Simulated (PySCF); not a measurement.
Species: C₄H₁₁F₃GeOSi.
Atom-mapped SMILES: `[CH3:1][Si:2]([CH3:3])([CH3:4])[O:5][GeH2:6][C:7]([F:8])([F:9])[F:10]` (hydrogens: H11, H12, H13 on C1; H14, H15, H16 on C3; H17, H18, H19 on C4; H20, H21 on Ge6)

A GFN2-xTB structure was refined with PBE0-D3(BJ)/def2-SVP geometry optimisation, gas phase in PySCF 2.14.0. Its GFN2-xTB values:

```csv
coordinate,GFN2-xTB
C1–Si2,1.893 Å
C1–H11,1.064 Å
Si2–O5,1.672 Å
O5–Ge6,1.702 Å
Ge6–C7,2.023 Å
Ge6–H20,1.497 Å
C7–F8,1.334 Å
C1–Si2–C3,112.2°
C1–Si2–O5,102.9°
Si2–O5–Ge6,144.1°
C3–Si2–O5,107.9°
O5–Ge6–C7,108.3°
Ge6–C7–F8,113.2°
F8–C7–F9,105.4°
C1–Si2–O5–Ge6,153°
Si2–O5–Ge6–C7,46°
O5–Ge6–C7–F8,48°
```

**Question.** How do these coordinates change at the PBE0-D3(BJ)/def2-SVP level?

**Answer.** 
```tsv
coordinate	PBE0-D3(BJ)/def2-SVP (Å or °)	change
O5–Ge6	1.755	+0.053
Ge6–H20	1.537	+0.040
C1–H11	1.101	+0.037
C1–Si2	1.869	-0.024
Ge6–C7	2.002	-0.021
Si2–O5	1.684	+0.012
C7–F8	1.338	+0.004
Si2–O5–Ge6	138.1	-6.0
C1–Si2–O5	106.2	+3.3
F8–C7–F9	107.6	+2.2
C1–Si2–C3	111.1	-1.1
C3–Si2–O5	108.6	+0.7
Ge6–C7–F8	112.5	-0.7
O5–Ge6–C7	108.2	-0.1
O5–Ge6–C7–F8	62	+14
C1–Si2–O5–Ge6	159	+6
Si2–O5–Ge6–C7	49	+3
```

The energy falls by 29.7 kJ/mol over 15 energy and gradient evaluations, the largest force component goes from 0.0433 to 3.9e-04 Eh/bohr, and the atoms move by 0.227 Å rms after alignment. The bond that changes most is O5–Ge6 (ends: oxygen bonded to Ge and Si; germanium bonded to C, O and 2 H), which lengthens by 0.053 Å. Bonds longer at the end by more than 0.005 Å: 10 of 20; shorter: 7. Among the dihedrals that turn most is H20–Ge6–C7–F9, from -73° to -57°. Rotational constants go from 1281, 525.7, 461.9 to 1301, 531.9, 466.6 MHz.

The run used 217 basis functions and 100 SCF cycles in all. Time: 15 min; peak memory 1.2 GiB. Hardware: Arm Neoverse N1, one thread, no GPU, shared host.

Stationary, but not proved a minimum. One conformer, not necessarily the lowest.
